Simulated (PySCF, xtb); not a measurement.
Sc(OH) (HOSc), SMILES [OH][Sc].

Harmonic wavenumbers (cm⁻¹) from GFN2-xTB (xtb 6.7.1) at its own minimum, in rising order: 395, 596, 596, 3663.

What does PBE0-D3(BJ)/def2-TZVP (PySCF 2.14.0) give at its own minimum? (The exact figures need the calculation; the answer reports its results.)

290, 290, 803, 3985. Paired by order, the mean absolute difference is 235 cm⁻¹ and the zero-point energies are 7.5 and 7.7 kcal/mol.
